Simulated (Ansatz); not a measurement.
Cost and result for the atomization energy of `[SiH3]CS[SiH3]` (12 atoms, 11 bonds).

```xyz
12

Si    1.133    1.484    0.270
C    -0.188    0.419    1.084
S     0.164   -1.358    0.831
Si   -0.865   -1.697   -0.999
H     1.165    1.216   -1.189
H     2.452    1.158    0.865
H     0.838    2.927    0.492
H    -1.194    0.662    0.734
H    -0.186    0.575    2.166
H    -0.713   -3.146   -1.278
H    -2.301   -1.340   -0.852
H    -0.305   -0.901   -2.123
```

Total charge 0; spin multiplicity 1. Geometry: relaxed with PBE0-D4/def2-TZVP. It is one conformer, not always the lowest. Program: Ansatz. All runs use 4 threads of an AMD EPYC 7B13 on a shared host. Times are those of one run each, without the atoms' runs, and a repeat can differ threefold. Electronic energies, without spin–orbit coupling; frozen cores. CCSD(T)/CBS adds CCSD(T) − MP2 in def2-TZVPP to the MP2 limit, and its time is that of the two runs behind it. T1 = 0.011.

CCSD(T)/CBS is a level of theory with its own doubt, some kJ/mol a heavy atom from the limit and from the frozen cores, so smaller differences don't rank the functionals.

```tsv
level	functions	wall time
revPBE-D4/def2-TZVPP	269	1.9 s
BLYP-D4/def2-TZVPP	269	2 s
CCSD(T)/def2-SVP	108	2.8 s
PBE0-D4/def2-TZVPP	269	3.2 s
BHLYP-D4/def2-TZVPP	269	3.2 s
CAM-B3LYP-D4/def2-TZVPP	269	3.6 s
r2SCAN-D4/def2-TZVPP (with forces)	269	4.1 s
PBE-QIDH/def2-TZVPP	269	5.5 s
B97M-V/def2-TZVPP	269	7 s
ωB97M-V/def2-TZVPP (with forces)	269	10 s
MP2/def2-QZVPP	507	18 s
CCSD(T)/def2-TZVPP	269	81 s
CCSD(T)/CBS(def2)	–	99 s
```

**Question.** What atomization energy does each give, and how far from CCSD(T)/CBS? (An estimate is asked.)

**Answer.** The calculation gave: 
| level | atomization (kcal/mol) | difference from CCSD(T)/CBS | per bond |
| --- | --- | --- | --- |
| revPBE-D4/def2-TZVPP | 891.2 | -17.0 | -1.5 |
| BLYP-D4/def2-TZVPP | 896.0 | -12.2 | -1.1 |
| CCSD(T)/def2-SVP | 848.1 | -60.1 | -5.5 |
| PBE0-D4/def2-TZVPP | 900.3 | -7.9 | -0.7 |
| BHLYP-D4/def2-TZVPP | 894.3 | -13.9 | -1.3 |
| CAM-B3LYP-D4/def2-TZVPP | 907.5 | -0.7 | -0.1 |
| r2SCAN-D4/def2-TZVPP (with forces) | 906.9 | -1.3 | -0.1 |
| PBE-QIDH/def2-TZVPP | 897.5 | -10.7 | -1.0 |
| B97M-V/def2-TZVPP | 911.9 | 3.7 | 0.3 |
| ωB97M-V/def2-TZVPP (with forces) | 910.0 | 1.8 | 0.2 |
| MP2/def2-QZVPP | 896.8 | -11.4 | -1.0 |
| CCSD(T)/def2-TZVPP | 884.5 | -23.7 | -2.2 |
| CCSD(T)/CBS(def2) | 908.2 | 0.0 | 0.0 |

From PBE to PBE0 (25 % exact exchange), in def2-TZVPP and without D4, the atomization energy moves by −2.6 kcal/mol: exact exchange takes away binding that semilocal exchange gives to molecules. In def2-TZVPP, CCSD(T) changes the Hartree–Fock value by +200.6 kcal/mol (the triples alone add +9.8 kcal/mol) and MP2 by +198.8 kcal/mol; breaking electron pairs costs correlation energy, which Hartree–Fock lacks. The D4 term adds +11.6 kcal/mol with B3LYP and +6.1 kcal/mol with PBE0; it sums over pairs of atoms, weighted by their polarisabilities, and B3LYP, whose exchange is more repulsive, gets the larger term.

B3LYP here is the variant with VWN-RPA as its local correlation; programs differ in this.
